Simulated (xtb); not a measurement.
xtb input (GFN2-xTB):

```bash
xtb mol.xyz --gfn 2 --sp --chrg 0 --uhf 0
```
mol.xyz:
```
17

Mo    -0.00000000     0.00000000     0.00000000
C     -0.27367421    -0.96760989     1.82095601
C     -0.20742406     2.06479699     0.14365211
C     -1.43797344    -0.51498018    -1.41211723
C      1.91907170    -0.58220691    -0.55249089
H      0.35684770    -0.64220750     2.65430449
H     -0.31986707    -2.06090173     1.79874185
H     -1.29677551    -0.58141395     1.98979673
H      0.06064164     2.65208822    -0.74017145
H      0.58895563     2.19565972     0.90064954
H     -1.14521288     2.44014395     0.56505579
H     -1.22150052    -1.59985920    -1.38828922
H     -2.48497242    -0.36858615    -1.12878670
H     -1.27911790    -0.15664188    -2.43401393
H      2.06748309    -1.64129458    -0.78534635
H      2.74419785    -0.22260035     0.07021630
H      1.92932040    -0.01438657    -1.50215704
```

Output:

```
           -------------------------------------------------
          |                Calculation Setup                |
           -------------------------------------------------

           -------------------------------------------------
          |                 G F N 2 - x T B                 |
           -------------------------------------------------

        Reference                      10.1021/acs.jctc.8b01176
      * Hamiltonian:
        H0-scaling (s, p, d)           1.850000    2.230000    2.230000
        zeta-weighting                 0.500000
      * Dispersion:
        s8                             2.700000
        a1                             0.520000
        a2                             5.000000
        s9                             5.000000
      * Repulsion:
        kExp                           1.500000    1.000000
        rExp                           1.000000
      * Coulomb:
        alpha                          2.000000
        third order                    shell-resolved
        anisotropic                    true
        a3                             3.000000
        a5                             4.000000
        cn-shift                       1.200000
        cn-exp                         4.000000
        max-rad                        5.000000

          ...................................................
          :                      SETUP                      :
          :.................................................:
          :  # basis functions                  38          :
          :  # atomic orbitals                  37          :
          :  # shells                           23          :
          :  # electrons                        34          :
          :  max. iterations                   250          :
          :  Hamiltonian                  GFN2-xTB          :
          :  restarted?                      false          :
          :  GBSA solvation                  false          :
          :  PC potential                    false          :
          :  electronic temp.          300.0000000     K    :
          :  accuracy                    1.0000000          :
          :  -> integral cutoff          0.2500000E+02      :
          :  -> integral neglect         0.1000000E-07      :
          :  -> SCF convergence          0.1000000E-05 Eh   :
          :  -> wf. convergence          0.1000000E-03 e    :
          :  Broyden damping             0.4000000          :
          :  net charge                          0          :
          :  unpaired electrons                  0          :
          ...................................................

 iter      E             dE          RMSdq      gap      omega  full diag
   1    -15.5348020 -0.155348E+02  0.105E+01    0.57       0.0  T
   2    -15.6995839 -0.164782E+00  0.828E+00    0.17       1.0  T
   3    -16.6414369 -0.941853E+00  0.148E+01    0.11       1.0  T
   4    -16.8694577 -0.228021E+00  0.149E+00    0.23       1.0  T
   5    -16.8740507 -0.459299E-02  0.934E-01    0.22       1.0  T
   6    -16.8812201 -0.716942E-02  0.199E-01    0.19       1.0  T
   7    -16.8813436 -0.123552E-03  0.570E-02    0.18       1.0  T
   8    -16.8813463 -0.270370E-05  0.462E-02    0.18       1.0  T
   9    -16.8813450  0.138679E-05  0.852E-02    0.18       1.0  T
  10    -16.8813582 -0.132611E-04  0.429E-03    0.18       5.7  T
  11    -16.8813583 -0.950908E-07  0.257E-03    0.18       9.4  T
  12    -16.8813583 -0.243659E-07  0.116E-03    0.18      20.9  T
  13    -16.8813583 -0.155308E-08  0.877E-04    0.18      27.7  T
  14    -16.8813583 -0.190499E-08  0.155E-04    0.18     156.5  T

   *** convergence criteria satisfied after 14 iterations ***

         #    Occupation            Energy/Eh            Energy/eV
      -------------------------------------------------------------
         1        2.0000           -0.5833110             -15.8727
       ...           ...                  ...                  ...
        11        2.0000           -0.4563632             -12.4183
        12        2.0000           -0.4563632             -12.4183
        13        2.0000           -0.4194997             -11.4152
        14        2.0000           -0.3813142             -10.3761
        15        2.0000           -0.3813142             -10.3761
        16        2.0000           -0.3731864             -10.1549
        17        1.9418           -0.2951270              -8.0308 (HOMO)
        18        0.0582           -0.2884619              -7.8494 (LUMO)
        19                         -0.2204626              -5.9991
        20                         -0.1874594              -5.1010
        21                         -0.1874594              -5.1010
        22                          0.0626510               1.7048
       ...                                ...                  ...
        37                          0.9692812              26.3755
      -------------------------------------------------------------
                  HL-Gap            0.0066651 Eh            0.1814 eV
             Fermi-level           -0.2917945 Eh           -7.9401 eV

 SCC (total)                   0 d,  0 h,  0 min,  0.008 sec
 SCC setup                      ...        0 min,  0.000 sec (  1.054%)
 Dispersion                     ...        0 min,  0.000 sec (  0.806%)
 classical contributions        ...        0 min,  0.000 sec (  0.347%)
 integral evaluation            ...        0 min,  0.001 sec ( 13.175%)
 iterations                     ...        0 min,  0.005 sec ( 54.729%)
 molecular gradient             ...        0 min,  0.002 sec ( 28.971%)
 printout                       ...        0 min,  0.000 sec (  0.759%)

         :::::::::::::::::::::::::::::::::::::::::::::::::::::
         ::                     SUMMARY                     ::
         :::::::::::::::::::::::::::::::::::::::::::::::::::::
         :: total energy             -16.661320984176 Eh    ::
         :: gradient norm              0.015269221844 Eh/a0 ::
         :: HOMO-LUMO gap              0.181365443551 eV    ::
         ::.................................................::
         :: SCC energy               -16.881288768977 Eh    ::
         :: -> isotropic ES            0.014079929344 Eh    ::
         :: -> anisotropic ES          0.003871110730 Eh    ::
         :: -> anisotropic XC          0.007494656429 Eh    ::
         :: -> dispersion             -0.010331063451 Eh    ::
         :: repulsion energy           0.219967784801 Eh    ::
         :: add. restraining           0.000000000000 Eh    ::
         :: total charge               0.000000000000 e     ::
         :::::::::::::::::::::::::::::::::::::::::::::::::::::

           -------------------------------------------------
          |                Property Printout                |
           -------------------------------------------------

    * Orbital Energies and Occupations

         #    Occupation            Energy/Eh            Energy/eV
      -------------------------------------------------------------
         1        2.0000           -0.5833110             -15.8727
       ...           ...                  ...                  ...
         5        2.0000           -0.4706283             -12.8064
         6        2.0000           -0.4706283             -12.8064
         7        2.0000           -0.4684437             -12.7470
         8        2.0000           -0.4626147             -12.5884
         9        2.0000           -0.4614003             -12.5553
        10        2.0000           -0.4587730             -12.4838
        11        2.0000           -0.4563632             -12.4183
        12        2.0000           -0.4563632             -12.4183
        13        2.0000           -0.4194997             -11.4152
        14        2.0000           -0.3813142             -10.3761
        15        2.0000           -0.3813142             -10.3761
        16        2.0000           -0.3731864             -10.1549
        17        1.9418           -0.2951270              -8.0308 (HOMO)
        18        0.0582           -0.2884619              -7.8494 (LUMO)
        19                         -0.2204626              -5.9991
        20                         -0.1874594              -5.1010
        21                         -0.1874594              -5.1010
        22                          0.0626510               1.7048
        23                          0.1160915               3.1590
        24                          0.1160915               3.1590
        25                          0.1215489               3.3075
        26                          0.1851947               5.0394
        27                          0.2011354               5.4732
        28                          0.2011354               5.4732
       ...                                ...                  ...
        37                          0.9692812              26.3755
      -------------------------------------------------------------
                  HL-Gap            0.0066651 Eh            0.1814 eV
             Fermi-level           -0.2917945 Eh           -7.9401 eV

     #   Z          covCN         q      C6AA      α(0)
     1  42 Mo       3.782     0.099   391.517    41.921
     2   6 C        3.685    -0.169    24.025     7.018
     3   6 C        3.685    -0.169    24.025     7.018
     4   6 C        3.685    -0.169    24.025     7.018
     5   6 C        3.685    -0.169    24.025     7.018
     6   1 H        0.924     0.044     2.401     2.423
     7   1 H        0.924     0.044     2.401     2.423
     8   1 H        0.953     0.057     2.226     2.332
     9   1 H        0.924     0.044     2.401     2.423
    10   1 H        0.953     0.057     2.226     2.332
    11   1 H        0.924     0.044     2.401     2.423
    12   1 H        0.953     0.057     2.226     2.332
    13   1 H        0.924     0.044     2.401     2.423
    14   1 H        0.924     0.044     2.401     2.423
    15   1 H        0.924     0.044     2.401     2.423
    16   1 H        0.924     0.044     2.401     2.423
    17   1 H        0.953     0.057     2.226     2.332

 Mol. C6AA /au·bohr⁶  :       3286.861279
 Mol. C8AA /au·bohr⁸  :     143272.309500
 Mol. α(0) /au        :         98.703293

Wiberg/Mayer (AO) data.
largest (>0.10) Wiberg bond orders for each atom

 ---------------------------------------------------------------------------
     #   Z sym  total        # sym  WBO       # sym  WBO       # sym  WBO
 ---------------------------------------------------------------------------
     1  42 Mo   5.459 --     4 C    1.119     3 C    1.119     5 C    1.119
                             2 C    1.119    12 H    0.102    10 H    0.102
                            17 H    0.102     8 H    0.102
     2   6 C    3.914 --     1 Mo   1.119     7 H    0.915     6 H    0.915
                             8 H    0.888
     3   6 C    3.914 --     1 Mo   1.119     9 H    0.915    11 H    0.915
                            10 H    0.888
     4   6 C    3.914 --     1 Mo   1.119    14 H    0.915    13 H    0.915
                            12 H    0.888
     5   6 C    3.914 --     1 Mo   1.119    15 H    0.915    16 H    0.915
                            17 H    0.888
     6   1 H    0.996 --     2 C    0.915
     7   1 H    0.996 --     2 C    0.915
     8   1 H    0.996 --     2 C    0.888     1 Mo   0.102
     9   1 H    0.996 --     3 C    0.915
    10   1 H    0.996 --     3 C    0.888     1 Mo   0.102
    11   1 H    0.996 --     3 C    0.915
    12   1 H    0.996 --     4 C    0.888     1 Mo   0.102
    13   1 H    0.996 --     4 C    0.915
    14   1 H    0.996 --     4 C    0.915
    15   1 H    0.996 --     5 C    0.915
    16   1 H    0.996 --     5 C    0.915
    17   1 H    0.996 --     5 C    0.888     1 Mo   0.102
Note: The following floating-point exceptions are signalling: IEEE_UNDERFLOW_FLAG IEEE_DENORMAL
normal termination of xtb
 ---------------------------------------------------------------------------

Topologies differ in total number of bonds
Writing topology from bond orders to xtbtopo.mol

molecular dipole:
                 x           y           z       tot (Debye)
 q only:       -0.000       0.000      -0.000
   full:       -0.000       0.000      -0.000       0.000
molecular quadrupole (traceless):
                xx          xy          yy          xz          yz          zz
 q only:       -0.096       0.522      -0.033      -0.427       0.402       0.129
  q+dip:       -0.176       0.960      -0.061      -0.785       0.740       0.237
   full:       -0.131       0.713      -0.045      -0.584       0.550       0.176

           -------------------------------------------------
          | TOTAL ENERGY              -16.661320984176 Eh   |
          | GRADIENT NORM               0.015269221844 Eh/α |
          | HOMO-LUMO GAP               0.181365443551 eV   |
           -------------------------------------------------

------------------------------------------------------------------------
------------------------------------------------------------------------
 total:
 SCF:
```

This is an excited singlet: at this geometry the triplet lies 0.62 eV lower at RI-MP2/CBS(def2-TZVPPD,def2-QZVPPD)+[CCSD(T)-MP2]/def2-TZVPPD.
